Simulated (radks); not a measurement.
Task: All-electron atom: the lanthanum ion La+ in [Xe] 5d1 6d1 (not the ground configuration). All-electron calculation, Dirac Kohn-Sham, PBE, spin-unpolarised, spherical densities, finite nucleus; open shells fill j = l - 1/2 first; Fermi nuclear charge, rms radius 4.855 fm. Program: a radial shooting solver on a logarithmic mesh with Libxc functionals.

Spin-orbit splittings of the eigenvalues, e(l+1/2) - e(l-1/2), with zeta = 2 splitting/(2l+1) and mean radii in bohr:

shell  occ.  splitting (eV)  zeta (eV)  <r> j=l-1/2  <r> j=l+1/2
2p        6           413.1      275.4      0.08991      0.09601
3p        6           80.52      53.68       0.2747       0.2867
3d       10           17.23      6.890       0.2577       0.2615
4p        6           17.13      11.42       0.6746       0.7015
4d       10               ?          ?       0.7619       0.7715
5p        6           2.529      1.686        1.740        1.816
5d        1          0.2357    0.09429        2.615        2.655
6d        1         0.02835    0.01134        7.528        7.574

Estimate the 4d splitting.

Result: 2.974 eV (zeta = 1.190 eV).
